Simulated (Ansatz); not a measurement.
Steps of a relaxation of `C[SiH]([AlH2])CF` with RKS PBE0-D4/def2-TZVP.

```sh
$ ansatz run in.yaml --threads 4 --pin off --events-out ev --progress --plain --max-ram 10444MiB
```

```yaml
crystal:
  periodic: [false, false, false]
  atoms:
    - {symbol: C, position_ang: [-1.415565, -0.939781, 0.631050]}
    - {symbol: Si, position_ang: [0.109135, 0.175943, 0.440898]}
    - {symbol: Al, position_ang: [2.207162, -0.999734, -0.117946]}
    - {symbol: C, position_ang: [-0.328363, 1.534514, -0.848568]}
    - {symbol: F, position_ang: [-1.522369, 2.159965, -0.474584]}
    - {symbol: H, position_ang: [-2.306790, -0.299448, 0.790877]}
    - {symbol: H, position_ang: [-1.588301, -1.549320, -0.278787]}
    - {symbol: H, position_ang: [-1.312998, -1.627416, 1.493650]}
    - {symbol: H, position_ang: [0.333688, 0.901185, 1.752663]}
    - {symbol: H, position_ang: [3.326980, -0.314800, -1.046304]}
    - {symbol: H, position_ang: [2.497220, -2.471348, 0.459579]}
    - {symbol: H, position_ang: [0.478658, 2.299389, -0.921708]}
    - {symbol: H, position_ang: [-0.457958, 1.096149, -1.865919]}
basis:
  gaussian: {orbitals: def2-TZVP}
hamiltonian: {xc: pbe0, dispersion: d4}
relax: {f_tol: 0.005, max_steps: 150}
```

Positions (Å) and forces (eV/Å) along the path, 9 of 9 steps:

```xyz
13
step=1 energy=-19386.2029 eV
C    -1.416   -0.940    0.631   -0.169   -0.093    0.004
Si    0.109    0.176    0.441   -0.292    0.129    0.095
Al    2.207   -1.000   -0.118    0.132   -0.074   -0.057
C    -0.328    1.535   -0.849    0.379   -0.104   -0.234
F    -1.522    2.160   -0.475    0.285   -0.058   -0.188
H    -2.307   -0.299    0.791    0.411   -0.336   -0.052
H    -1.588   -1.549   -0.279    0.082    0.285    0.436
H    -1.313   -1.627    1.494   -0.046    0.329   -0.414
H     0.334    0.901    1.753   -0.040   -0.142   -0.258
H     3.327   -0.315   -1.046   -0.141   -0.088    0.123
H     2.497   -2.471    0.460   -0.039    0.198   -0.070
H     0.479    2.299   -0.922   -0.521   -0.331    0.069
H    -0.458    1.096   -1.866   -0.041    0.284    0.548
13
step=2 energy=-19386.2430 eV
C    -1.412   -0.943    0.634   -0.027    0.013   -0.006
Si    0.096    0.176    0.445   -0.153    0.064   -0.027
Al    2.189   -0.989   -0.124    0.039   -0.025    0.010
C    -0.313    1.525   -0.848    0.119   -0.045   -0.074
F    -1.497    2.177   -0.503    0.029    0.007   -0.029
H    -2.300   -0.326    0.823    0.129   -0.107   -0.018
H    -1.592   -1.531   -0.274    0.026    0.083    0.126
H    -1.289   -1.640    1.472   -0.006    0.098   -0.118
H     0.321    0.896    1.744   -0.010   -0.036   -0.067
H     3.304   -0.311   -1.038   -0.023   -0.007    0.008
H     2.477   -2.443    0.457    0.000    0.017   -0.013
H     0.485    2.279   -0.920   -0.128   -0.121    0.038
H    -0.449    1.096   -1.854    0.005    0.058    0.172
13
step=3 energy=-19386.2474 eV
C    -1.407   -0.941    0.632    0.010    0.020    0.008
Si    0.088    0.182    0.441   -0.023   -0.017    0.015
Al    2.184   -0.991   -0.113   -0.012    0.017   -0.025
C    -0.314    1.524   -0.849    0.021   -0.012   -0.003
F    -1.492    2.191   -0.512    0.001   -0.003    0.005
H    -2.294   -0.339    0.840   -0.009   -0.005    0.005
H    -1.593   -1.518   -0.277   -0.005   -0.007   -0.012
H    -1.267   -1.644    1.456    0.002   -0.010    0.004
H     0.314    0.899    1.735   -0.002    0.007    0.011
H     3.289   -0.311   -1.034    0.012    0.000   -0.001
H     2.477   -2.446    0.460   -0.002    0.001    0.008
H     0.487    2.266   -0.917    0.010    0.010   -0.003
H    -0.452    1.093   -1.847   -0.004   -0.002   -0.013
13
step=4 energy=-19386.2477 eV
C    -1.410   -0.942    0.634    0.006    0.008    0.007
Si    0.085    0.182    0.444   -0.017   -0.001   -0.002
Al    2.183   -0.987   -0.116   -0.013    0.012   -0.010
C    -0.311    1.522   -0.849   -0.015    0.011    0.010
F    -1.487    2.198   -0.519    0.027   -0.024    0.005
H    -2.297   -0.344    0.851   -0.005    0.001    0.003
H    -1.598   -1.512   -0.279   -0.003   -0.004   -0.008
H    -1.265   -1.652    1.450    0.003   -0.008    0.003
H     0.310    0.898    1.740   -0.003    0.005    0.003
H     3.286   -0.310   -1.041    0.006    0.003   -0.003
H     2.479   -2.439    0.463   -0.001   -0.003    0.006
H     0.494    2.261   -0.917    0.012    0.005   -0.005
H    -0.448    1.090   -1.847    0.003   -0.005   -0.007
13
step=5 energy=-19386.2480 eV
C    -1.412   -0.945    0.635   -0.005    0.002    0.001
Si    0.080    0.182    0.447    0.012   -0.001   -0.004
Al    2.179   -0.982   -0.118   -0.006    0.004    0.010
C    -0.305    1.520   -0.851   -0.030    0.008    0.015
F    -1.477    2.202   -0.524    0.012   -0.006   -0.003
H    -2.299   -0.351    0.867   -0.001   -0.001    0.001
H    -1.607   -1.504   -0.282   -0.001    0.001   -0.001
H    -1.260   -1.664    1.443    0.002    0.001   -0.002
H     0.303    0.899    1.742   -0.002    0.002   -0.001
H     3.279   -0.303   -1.047    0.001   -0.003   -0.002
H     2.478   -2.430    0.469    0.006   -0.001   -0.004
H     0.505    2.255   -0.919    0.007   -0.002   -0.003
H    -0.443    1.085   -1.847    0.005   -0.001   -0.007
13
step=6 energy=-19386.2481 eV
C    -1.414   -0.945    0.636   -0.006   -0.005    0.001
Si    0.079    0.182    0.448    0.005    0.001    0.000
Al    2.178   -0.980   -0.116    0.008   -0.008    0.001
C    -0.304    1.519   -0.851   -0.018    0.009    0.005
F    -1.475    2.205   -0.526    0.011   -0.006   -0.002
H    -2.300   -0.352    0.875    0.005   -0.002   -0.001
H    -1.613   -1.498   -0.285    0.001    0.004    0.005
H    -1.258   -1.670    1.437   -0.001    0.004   -0.005
H     0.300    0.901    1.743   -0.001    0.000   -0.003
H     3.276   -0.305   -1.049   -0.004    0.004   -0.001
H     2.485   -2.427    0.470   -0.003    0.001    0.002
H     0.508    2.252   -0.920    0.000   -0.004   -0.002
H    -0.442    1.083   -1.847    0.003    0.001    0.001
13
step=7 energy=-19386.2481 eV
C    -1.414   -0.944    0.635   -0.003   -0.005    0.002
Si    0.079    0.182    0.448   -0.001    0.001   -0.001
Al    2.179   -0.981   -0.115    0.002   -0.002    0.000
C    -0.304    1.519   -0.851   -0.006    0.007    0.000
F    -1.473    2.205   -0.525    0.007   -0.004   -0.001
H    -2.300   -0.352    0.878    0.004   -0.001   -0.001
H    -1.615   -1.495   -0.287    0.001    0.003    0.003
H    -1.257   -1.672    1.434   -0.002    0.002   -0.003
H     0.300    0.901    1.743    0.000   -0.001   -0.002
H     3.274   -0.303   -1.050   -0.001   -0.001    0.000
H     2.486   -2.427    0.473    0.000    0.002    0.000
H     0.509    2.250   -0.922   -0.001   -0.002   -0.001
H    -0.443    1.083   -1.847    0.001    0.000    0.002
13
step=8 energy=-19386.2481 eV
C    -1.414   -0.945    0.634   -0.005    0.004   -0.004
Si    0.079    0.181    0.447    0.009   -0.003    0.007
Al    2.179   -0.981   -0.115   -0.001    0.000   -0.001
C    -0.304    1.520   -0.850   -0.001   -0.006   -0.002
F    -1.473    2.206   -0.523   -0.001    0.002   -0.001
H    -2.298   -0.352    0.878   -0.004   -0.003    0.000
H    -1.616   -1.493   -0.289   -0.002    0.000   -0.001
H    -1.259   -1.675    1.432    0.005    0.004   -0.001
H     0.300    0.899    1.742    0.000    0.000    0.002
H     3.271   -0.306   -1.057    0.001    0.000   -0.001
H     2.491   -2.422    0.481    0.001    0.000    0.001
H     0.509    2.250   -0.921    0.000    0.000    0.002
H    -0.444    1.084   -1.846   -0.002    0.003   -0.002
13
step=9 energy=-19386.2481 eV
C    -1.414   -0.945    0.633    0.002    0.002    0.001
Si    0.079    0.181    0.448   -0.003    0.001   -0.004
Al    2.179   -0.981   -0.115    0.000   -0.001    0.001
C    -0.304    1.520   -0.850    0.003    0.000    0.003
F    -1.473    2.206   -0.523    0.000    0.000    0.000
H    -2.299   -0.352    0.877    0.000    0.000    0.000
H    -1.616   -1.493   -0.290    0.001    0.000    0.000
H    -1.258   -1.674    1.431   -0.001   -0.001    0.001
H     0.300    0.899    1.744    0.000    0.000   -0.001
H     3.269   -0.310   -1.061   -0.001    0.000   -0.001
H     2.493   -2.420    0.486    0.000    0.000    0.000
H     0.509    2.250   -0.920    0.000    0.001   -0.001
H    -0.444    1.084   -1.846    0.000    0.000    0.001
```

It took 31 s on 4 threads of an Arm Neoverse V2 on a shared host, with 0.6 GiB of host memory at the peak.
